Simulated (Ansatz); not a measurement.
`[Cl][SnH2][SeH]` + H₂O → `[OH][SnH2][SeH]` + HCl at 600 K and 1 bar (formal hydrolysis of the Sn–Cl bond).

Computed with Ansatz on PBE0-D4/def2-TZVP structures; ΔE is electronic, products minus reactants. CBS: MP2 limit from def2 TZ/QZ plus the TZ coupled-cluster correction, frozen cores. This one scheme is used for every species. def2 core potentials past Kr. For Se, Sn outer-core shells are correlated without core-valence functions, which leaves a few kJ/mol of doubt a bond. Scalar relativity is left out up to krypton. Each species was taken in one conformer, which may not be the lowest.

```tsv
species	CCSD(T)/CBS energy (Eh)	H − E (kJ/mol)	S (J/(mol·K))
`[Cl][SnH2][SeH]`	-3076.37402	108.0	415.5
H₂O	-76.37941	76.8	212.8
`[OH][SnH2][SeH]`	-2692.34473	143.5	420.9
HCl	-460.38127	35.4	207.2
```

H − E and S are ideal-gas, rigid-rotor, harmonic terms from PBE0-D4/def2-TZVP, for one conformer and one mirror image of each species. 1 Eh = 2625.50 kJ/mol, R = 8.31446 J/(mol·K).

Task: By hand: ΔE, ΔH, ΔS and ΔG.

Result: ΔE = (-2692.34473) + (-460.38127) − (-3076.37402) − (-76.37941) = 0.02743 Eh = 72.0 kJ/mol. Δ(H − E) = 143.5 + 35.4 − 108.0 − 76.8 = -5.9, so ΔH = 66.1 kJ/mol. ΔS = 420.9 + 207.2 − 415.5 − 212.8 = -0.2 J/(mol·K). ΔG = 66.1 − 600 × (-0.2)/1000 = 66.2 kJ/mol.

Task: By hand: the equilibrium constant, and the temperature at which ΔG would vanish if ΔH and ΔS stayed fixed.

Result: log₁₀ K = −ΔG/(RT ln 10) = -5.8. ΔH and −TΔS have one sign here, so there is no such temperature.

The number of gas molecules stays the same, so ΔS is small and ΔH decides. A doubt of 5 kJ/mol in ΔE shifts log₁₀ K by 0.4 here. Other conformers and mirror images would add mixing entropy, several J/(mol·K) or more a flexible species. These are equilibria of isolated gas molecules and say nothing of rates. Largest T1 diagnostic: 0.012 (customary marks: 0.02 for closed shells, 0.045 for open ones).

ΔS is within the doubt of such terms, so its sign, and with it that verdict, could turn.
